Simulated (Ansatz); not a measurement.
System: C₄H₅OSi, net charge -1, singlet state. It need not be the lowest isomer of its formula. Whether it binds its extra electron was not tested at this geometry. 
Geometry from a B3LYP-D3(BJ)/def2-TZVP (Ansatz, a first-principles code) optimisation:
SMILES: [SiH2-]c1ccco1
```xyz
11

Si     2.1217     0.3406     0.2837
C      0.2491    -0.0749     0.0627
C     -0.6247    -0.9404     0.6764
C     -1.9476    -0.6504     0.2160
C     -1.8216     0.3781    -0.6603
O     -0.5138     0.7442    -0.7633
H      2.5510    -0.0456    -1.1382
H      2.4517    -1.0214     0.9083
H     -0.3357    -1.7119     1.3712
H     -2.8674    -1.1451     0.4894
H     -2.5240     0.9269    -1.2648
```
Charge -1, spin multiplicity 1.

Total electronic energies in hartree. Cores are frozen in the correlated levels unless marked. Spin-orbit coupling is left out. Non-relativistic. CBS marks a two-point X^-3 extrapolation of the correlation energy; Hartree-Fock from the larger set.

```
level                                                program  energy (Eh)
--------------------------------------------  --------------  -----------
HF/6-31G*                                             Ansatz   -518.09274
HF/cc-pV(D+d)Z                                        Ansatz   -518.13303
HF/cc-pwCVTZ                                          Ansatz   -518.21085
RI-HF/cc-pV(T+d)Z                                     Ansatz   -518.20859
PBE-D3(BJ)/def2-TZVPD                         Ansatz + dftd3   -519.80720
r2SCANh/def2-TZVPD                                    Ansatz   -520.05155
LC-wPBE-D3(BJ)/def2-TZVPD                     Ansatz + dftd3   -519.97427
B2GP-PLYP/def2-TZVPD                                  Ansatz          [?]
MP2/aug-cc-pV(D+d)Z                                   Ansatz   -519.00976
MP2/aug-cc-pV(Q+d)Z                                   Ansatz   -519.31362
RI-MP2/aug-cc-pV(Q+d)Z                                Ansatz   -519.31309
SCS-MP2/STO-3G                                        Ansatz   -512.09256
CCSD(T)/STO-3G                                        Ansatz   -512.15330
CCSD(T)/cc-pV(T+d)Z                                   Ansatz   -519.29531
CCSD(T)/CBS(aug-cc-pV(T+d)Z,aug-cc-pV(Q+d)Z)          Ansatz    -519.4233
```

Task: Fill in the missing entries.

Result: 
- B2GP-PLYP/def2-TZVPD, energy (Eh): -519.82014
